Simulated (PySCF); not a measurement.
# Quadrupolar nuclei of `N#CC[Si@@H](Cl)CC[SiH3]` in NMR

Compound: C₄H₁₀ClNSi₂.
Cartesian coordinates in Å at the GFN2-xTB level; atoms count from 1:
```
atom  x, y, z in Å
N1    -3.0082   -2.1376   -0.6998
C2    -2.9545   -1.0027   -0.5649
C3    -2.8473    0.4125   -0.3937
Si4   -1.1333    0.8978    0.3381
Cl5   -1.0981    0.3364    2.2764
C6     0.2494    0.0251   -0.6319
C7     1.6371    0.2457   -0.0235
Si8    3.0059   -0.6601   -0.9889
H9    -2.9925    0.8882   -1.3638
H10   -3.6472    0.7445    0.2692
H11   -1.0335    2.3580    0.2696
H12    0.2552    0.3713   -1.6673
H13    0.0427   -1.0478   -0.6727
H14    1.6307   -0.0929    1.0138
H15    1.8498    1.3159    0.0086
H16    4.2943   -0.4120   -0.3421
H17    3.0290   -0.1430   -2.3601
H18    2.7118   -2.0929   -1.0081
```

Computed at PBE0/pcSseg-1 (PySCF, non-relativistic):

```
atom             environment  nucleus  spin I    Q (b)  CQ = χzz (MHz)      η
  N1        nitrile nitrogen      14N       1  0.02044          -4.530  0.081
 Cl5  silicon-bound chlorine     35Cl     3/2  -0.0817         -40.156  0.035
```

Q: At 9.4 T, set νQ = 3|CQ|/[2I(2I − 1)] beside the Larmor frequency (|g| × 7.62259 MHz/T × B; g(14N) = 0.40376, g(35Cl) = 0.54792), and give PQ = |CQ|√(1 + η²/3).

A: 
| atom | PQ (MHz) | νQ (MHz) | ν0 (MHz) | νQ/ν0 |
| --- | --- | --- | --- | --- |
| N1 | 4.535 | 6.796 | 28.93 | 0.235 |
| Cl5 | 40.16 | 20.08 | 39.26 | 0.511 |

For N1: PQ = 4.530 × 1.0011, νQ = 4.530 × 1.5000, ν0 = 3.0777 MHz/T × 9.4 T.

For Cl5 νQ isn't small against ν0, so the high-field expansions of solid-state NMR fail there at this field.

Q: Take a correlation time of 4 ps, isotropic tumbling and extreme narrowing. What quadrupolar relaxation rates and linewidths follow?

A: Rate = (3π²/10) PQ² τc (2I + 3)/[I²(2I − 1)], the same for T1 and T2; width = rate/π.

```csv
site,spin factor (2I + 3)/[I²(2I − 1)],1/T1 (s⁻¹),T1 (ms),linewidth (Hz)
14N at N1,5.000,1220,0.821,388
35Cl at Cl5,1.333,25500,0.0393,8110
```

The structure is a single GFN2-xTB conformer in the gas phase; no vibrational or solvent corrections. GFN2-xTB bond lengths can be off by several hundredths of an ångström, more for odd bonds, and the gradients follow them. A larger basis could move these couplings by a tenth or more.
